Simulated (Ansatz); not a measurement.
CH3FOSeSi, SMILES `O[Si]1(F)C[Se]1`, relaxed with RKS PBE-D4/def2-SVP in Ansatz from a rough embedded geometry. The force threshold is 0.03 eV/Å; the program also tests the step.

Total charge 0; spin multiplicity 1.

Start:

```xyz
8

O    -1.816   -0.350   -0.586
Si   -0.410   -0.296    0.390
F    -0.445   -1.042    1.897
C     0.875    0.931   -0.047
Se    1.564   -0.799   -0.757
H    -1.872   -1.335   -0.879
H     0.619    1.625   -0.828
H     1.485    1.266    0.810
```

Problem. By how much does the energy fall, and how many steps does the optimiser take? (Best estimate.)

Solution. Computed: 51.96 kJ/mol, in 12 steps, 1 of them rejected.

Problem. Which bonds change most? (An estimate is asked.)

Solution. Ansatz gave: Si2–Se5 from 2.338 to 2.222 Å; C4–Se5 from 1.993 to 2.102 Å; O1–H6 from 1.030 to 0.974 Å; O1–Si2 from 1.712 to 1.658 Å.

Problem. Give the relaxed structure. (An estimate is asked.)

Solution. Ansatz gave: 
```xyz
8

O    -1.697   -0.451   -0.628
Si   -0.268   -0.449    0.214
F    -0.549   -1.057    1.705
C     0.859    0.972   -0.003
Se    1.722   -0.811   -0.706
H    -2.209   -1.279   -0.603
H     0.707    1.696   -0.823
H     1.434    1.380    0.846
```
